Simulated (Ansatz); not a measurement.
Z-matrix (Å, degrees):
```
C
C 1 1.528
H 1 1.093 2 111.5
H 1 1.093 2 112.3 3 120.5
H 1 1.092 2 110.5 3 -119.0
Si 2 1.894 1 112.0 3 -61.0
B 2 1.546 1 119.5 3 53.6
H 2 1.099 1 112.1 3 -173.9
H 6 1.484 2 111.0 1 -31.5
H 6 1.482 2 112.3 1 -156.7
H 6 1.518 2 111.7 1 86.0
Si 7 1.985 2 122.1 1 -28.2
H 7 1.203 2 117.7 1 168.0
O 12 1.663 7 111.3 2 178.7
Ga 12 2.438 7 95.7 2 -60.4
H 12 1.496 7 114.7 2 52.6
H 14 0.957 12 116.8 7 163.5
H 15 1.574 12 123.5 7 -100.8
H 15 1.579 12 117.8 7 85.3
```

Total charge 0; spin multiplicity 1.

(1) List the CAM-B3LYP/def2-TZVPP orbital energies in eV (the Gaussian-basis code of Ansatz). (Best estimate.)

Results:

(1) The calculation gave: Occupied: -10139.23, -1801.64, -1800.74, -1250.91, -1108.21, -1108.10, -1108.10, -522.28, -278.90, -278.82, -185.55, -151.17, -146.21, -145.28, -104.67, -104.38, -104.37, -101.56, -101.52, -101.52, -100.63, -100.60, -100.57, -29.30, -24.45, -24.31, -24.30, -24.18, -24.13, -23.40, -19.83, -17.36, -16.99, -15.51, -14.37, -14.00, -13.50, -13.40, -12.51, -11.82, -11.74, -11.48, -11.07, -10.94, -10.12, -9.65, -9.42, -7.77. Lowest empty: -0.93, -0.15, 1.08, 1.33, 1.62, 1.98, 2.22, 2.47.
